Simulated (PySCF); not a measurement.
A species of formula C8H10S has this rotational fingerprint, computed with PBE0/pcSseg-1 in PySCF (dipole) on a GFN2-xTB geometry, gas phase:

| Item | Value |
| --- | --- |
| Rotational constants | A = 3092, B = 867.5, C = 683.3 MHz |
| Dipole components | \|μa\| = 0.06 D, \|μb\| = 1.13 D, \|μc\| = 0.01 D |
| Inertial defect | -6.43 u·Å² |
| κ | -0.85 |

Question: Which structure is it? (One computed conformer of each.)
A. `[CH3:1][S:2][c:3]1[cH:4][cH:5][c:6]([CH3:7])[cH:8][cH:9]1` with C1–S2–C3–C4 179°
B. `[CH:1]#[C:2]/[CH:3]=[CH:4]/[C:5](=[S:6])[CH2:7][CH2:8][CH3:9]` with C3–C4–C5–S6 -5°, C4–C5–C7–C8 -67°, C5–C7–C8–C9 -63°
C. `[CH2:1]=[C:2]=[C:3]=[C:4]([CH2:5][CH3:6])[C:7]([CH3:8])=[S:9]` with C3–C4–C5–C6 -91°, C3–C4–C7–C8 -1°
D. `[CH2:1]=[CH:2][c:3]1[s:4][cH:5][cH:6][c:7]1[CH2:8][CH3:9]` with C1–C2–C3–S4 0°, C6–C7–C8–C9 -1°
E. `[CH3:1][S:2][c:3]1[cH:4][cH:5][cH:6][c:7]([CH3:8])[cH:9]1` with C1–S2–C3–C4 -2° (3-methylthioanisole)
F. `[CH3:1][S:2][CH2:3][c:4]1[cH:5][cH:6][cH:7][cH:8][cH:9]1` with C1–S2–C3–C4 63°, S2–C3–C4–C5 -107°

Answer: E. It is CSc1cccc(C)c1, an asymmetric top. The candidates at the same level (rigid rotor, commonest isotopes):

| SMILES | A (MHz) | B (MHz) | C (MHz) | μa (D) | μb (D) | μc (D) | Δ (u·Å²) | point group | rotor |
| --- | --- | --- | --- | --- | --- | --- | --- | --- | --- |
| CSCc1ccccc1 | 2917 | 868.5 | 794.4 | 0.95 | 1.16 | 0.15 | -118.97 | C1 | near-prolate asymmetric top |
| C=Cc1sccc1CC | 2046 | 1174 | 752.9 | 1.16 | 0.25 | 0.00 | -6.29 | Cs | asymmetric top |
| C=C=C=C(CC)C(C)=S | 2009 | 883.9 | 647.3 | 3.43 | 0.05 | 0.21 | -42.64 | C1 | asymmetric top |
| C#C/C=C/C(=S)CCC | 1988 | 752.6 | 615.3 | 0.87 | 2.70 | 0.71 | -104.38 | C1 | asymmetric top |
| CSc1cccc(C)c1 | 3092 | 867.5 | 683.3 | 0.06 | 1.13 | 0.01 | -6.43 | near Cs | asymmetric top |
| CSc1ccc(C)cc1 | 4096 | 765.1 | 650.0 | 0.39 | 1.41 | 0.02 | -6.37 | – | near-prolate asymmetric top |

`CSCc1ccccc1` has C 16 % too high; `C#C/C=C/C(=S)CCC` has A 36 % too low; `CSc1ccc(C)cc1` has A 32 % too high; `C=Cc1sccc1CC` has B 35 % too high; `C=C=C=C(CC)C(C)=S` has A 35 % too low. No structure here is proved a minimum.
